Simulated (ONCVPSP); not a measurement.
What the settings do to the ONCV potential of Ca (Z = 20)

Base potential:

calcium, optimised norm-conserving Vanderbilt (ONCV), made with ONCVPSP 4.0.1 (PBE, scalar-relativistic). Core [Ne], reference 3s2 3p6 4s2. Waves: 3s+4s: rc 1.80 bohr, ncon 3, nbas 7, qcut 6.2 1/bohr, 2 projectors; 3p: rc 1.40 bohr, ncon 4, nbas 7, qcut 9.6 1/bohr, 2 projectors, debl 1.7 Ha; d scattering state at 0.33 Ha: rc 1.40 bohr, ncon 4, nbas 9, qcut 6.5 1/bohr, local. Local part: the d channel. Core correction: Teter function, fcfact 2.5, rcfact 1.7.

In the d channel the program set the typed energies aside and used 0.050 Ha.

All-electron outer shells of the reference configuration (PBE, scalar-relativistic, ld1.x):

```csv
shell,level (eV),outermost node (bohr),outermost maximum (bohr)
3s,-47.09,0.45,0.99
3p,-28.01,0.42,1.04
4s,-3.77,1.43,3.42
```

Cutoffs, loose and tight: the cutoffs (Ha) at which the residual kinetic energy of the hardest occupied pseudo-wave falls to 1 and 0.1 mHa per electron. They do not see the model core or the augmentation charge, which bear on the density cutoff. Test errors are all-electron minus pseudo excitation energies from the reference, over the configurations 3s2 3p6 4s1; 3s2 3p6 4s0; 3s2 3p6 4s1.5; 3s2 3p6 3d0.5 4s1.5. A dash means not determined; rows that change the core or the reference have their own tests.

A true bound ghost makes a file unfit for plane-wave use even where its test errors are small: the radial tests pick states by their node count and pass the ghost by.

| change | outcome | cutoff, loose | cutoff, tight | bound ghosts | GHOST(+) flags above zero | largest test error (meV) |
| --- | --- | --- | --- | --- | --- | --- |
| base | generated, projector energies reset by the program | 22 Ha | 32 Ha | none | s | -3.9 |
| d: rc 1.12 | generated, projector energies reset by the program | 22 Ha | 32 Ha | s | p | -2.5 |
| d: ncon 3, nbas 8 | generated, projector energies reset by the program | 22 Ha | 32 Ha | s | none | -3.6 |
| d: rc 1.28 | generated, projector energies reset by the program | 22 Ha | 32 Ha | none | s | -2.6 |
| d: nproj 1; local potential polynomial inside 1.20 bohr (lpopt 5, dvloc0 -1 Ha) | generated, projector energies reset by the program | 22 Ha | 32 Ha | none | none | -2.5 |
| s: nproj 4 | generated, projector energies reset by the program | 22 Ha | 32 Ha | none | s | -3.8 |
| all radii but the core radius scaled by about 1.24 (s 2.22, p 1.74, d 1.74 bohr) | generated, projector energies reset by the program | 14 Ha | 17 Ha | none | s | -3.2 |
